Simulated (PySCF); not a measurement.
# How methods differ on the excitation energy of Zr⁺

Zr⁺ [Kr] 4d2 5s1 (4F) → Zr⁺ [Kr] 4d1 5s1 5p1 (high-spin determinant), as a difference of total energies. Calculation: PySCF 2.14, in aug-cc-pVDZ-PP with ECP28MDF; scalar relativity through the core potential. Correlated levels: valence: 4s2 4p6 frozen. The calculations carry no spin-orbit coupling.

```
           method  excitation energy (eV)
              UHF                   4.248
              LDA                   4.665
              PBE                   4.713
             PBE0                   4.660
           r2SCAN                   4.780
           PBEsol                   4.662
        CAM-B3LYP                   4.596
            HSE06                   4.666
            TPSSh                   4.679
    MP2 (valence)                   4.267
SCS-MP2 (valence)                   4.254
```

The determinant of the upper state mixes LS terms, which raises its energy above the lowest term, most at the Hartree-Fock and MP2 levels.
